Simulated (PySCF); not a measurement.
C₂H₄F₂OSi, SMILES FC1(F)OC[SiH2]1.

Coordinates come from a B3LYP-D3(BJ)/def2-SVP optimisation. The structure was generated by enumeration, and PubChem lists no compound with its InChIKey, so it may never have been made.

Calculation: SMD-M06-2X/def2-SVP (PySCF).

Solvation free energies are E(SMD) − E(gas) at the gas-phase geometry, for 1 M in both phases. In vacuum the dipole moment is 3.87 D.

| solvent | ΔG(solv) (kcal/mol) | its non-electrostatic (CDS) part | dipole (D) |
|---|---|---|---|
| water | -2.4 | 4.1 | 4.89 |
| methanol | -4.8 | 1.5 | 4.86 |
| toluene | -2.4 | 0.0 | 4.29 |
